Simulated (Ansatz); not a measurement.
Gas-phase electronic energies from Ansatz, PBE0-D4/def2-TZVP geometries. CBS: MP2 limit from def2 TZ/QZ plus the TZ coupled-cluster correction, frozen cores. This one scheme is used for every species. DFT in def2-TZVPP. For Ge outer-core shells are correlated without core-valence functions, which leaves a few kJ/mol of doubt a bond. Scalar relativity is left out up to krypton.

Reaction (cleavage of the Si–Ge bond): `[GeH3][SiH]1CS1` + H–F → `F[SiH]1CS1` + GeH₄

```json
{"level": "PBE", "ΔE (kcal/mol)": "-23.9"}
{"level": "CCSD/def2-TZVPP", "ΔE (kcal/mol)": "-27.0"}
```

**Question.** What does CCSD(T)/CBS give? (Estimate.)

**Answer.** Ansatz gave: -25.2 kcal/mol. The listed levels differ from it by 1.3, -1.8 kcal/mol.

Largest T1 diagnostic among the species: 0.013.

In def2-TZVPP, CCSD(T) changes the Hartree–Fock value by +7.8 kcal/mol (the triples alone add +1.1 kcal/mol) and MP2 by +8.1 kcal/mol. The D4 term adds +2.2 kcal/mol with B3LYP and +1.3 kcal/mol with PBE0; it sums over pairs of atoms, weighted by their polarisabilities, and B3LYP, whose exchange is more repulsive, gets the larger term.

B3LYP here is the variant with VWN-RPA as its local correlation; programs differ in this.
